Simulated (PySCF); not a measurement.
These 2 structures share the formula C3H3BF2. Method used: PySCF 2.14.0, PBE0-D3(BJ)/def2-SVP geometry optimisation, gas phase. Energies are electronic, without zero-point or thermal terms, for one conformer each. No frequencies were run at this level. Point groups hold within 0.08 Å.

Question: Order them by energy at this level, lowest first, and give relative energies in kcal/mol.
A. `CC#CB(F)F`
B. `[F:1][B:2]([F:3])[CH:4]1[CH:5]=[CH:6]1` with F1–B2–C4–C5 -150°

Answer: A (0.0), B (24.7).

As drawn, the lower has a C≡C bond, which the higher lacks; the higher has a three-membered ring and a C=C bond outside aromatic rings, which the lower lacks.

```
     SMILES      E (Eh)  E rel (kcal/mol)  dipole (D)  point group     A, B, C (MHz)
  CC#CB(F)F  -340.11848               0.0        3.15      near Cs  9846, 1576, 1371
FB(F)C1C=C1  -340.07919              24.7        2.23           Cs  7619, 2550, 2157
```

Question: How do the relative energies change in single points at PBE0/pcSseg-1 (no added dispersion term) on the same geometries?

Answer: 
| SMILES | PBE0-D3(BJ)/def2-SVP (kcal/mol) | PBE0/pcSseg-1 (kcal/mol) | shift |
| --- | --- | --- | --- |
| CC#CB(F)F | 0.0 | 0.0 | 0.0 |
| FB(F)C1C=C1 | 24.7 | 25.9 | +1.2 |

Each column counts from its own lowest isomer. The order is unchanged; the largest shift is 1.2 kcal/mol.
